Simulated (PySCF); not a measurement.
B3LYP has the VWN-RPA correlation part, as in Gaussian. Delta-SCF ions had no search for a lower state. Excitations are Tamm–Dancoff values on a coarser integration grid. The basis has no diffuse functions, so Rydberg states are missing or too high.

Z-matrix (Å, degrees):
```
N
C 1 1.2671
H 2 1.1076 1 121.03
C 1 1.4476 2 119.20 3 -0.04
H 4 1.0923 1 109.25 2 121.71
H 4 1.0923 5 107.01 1 -118.18
H 4 1.0996 5 109.15 6 -117.99
B 2 1.5585 3 121.49 1 -179.93
H 8 1.1916 2 120.35 3 -90.26
H 8 1.1916 9 119.35 2 -179.70
```
Charge 0, multiplicity 1.

Question: Estimate the total energy, S1 oscillator strength, HOMO–LUMO gap, vertical ionisation energy (Delta-SCF) and T1 excitation (TDA) that B3LYP-D3(BJ)/def2-TZVP in PySCF returns for this input.

Answer: 
total energy: -4338.67 eV
S1 oscillator strength: 0.004
HOMO–LUMO gap: 4.92 eV
vertical ionisation energy (Delta-SCF): 9.39 eV
T1 excitation (TDA): 3.54 eV
